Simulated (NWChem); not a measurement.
HSeOBr; SMILES O[Se]Br

```xyz
4

Se     0.4003     0.9546     0.0029
Br    -0.0595    -1.3681     0.0058
O     -1.2457     1.7097     0.0696
H     -1.5602     1.7492    -0.8586
```
Atoms are numbered in this order, from 1.

Results from NWChem. Pople sets run with spherical d functions. The geometry was optimised at PBE-D3(BJ)/def2-SVP.

What does the run give for Hartree-Fock/6-31G*? Quantities: highest occupied level (eV); orbital gap (eV); dipole (D).


- highest occupied level (eV): -9.75
- orbital gap (eV): 10.56
- dipole (D): 2.08
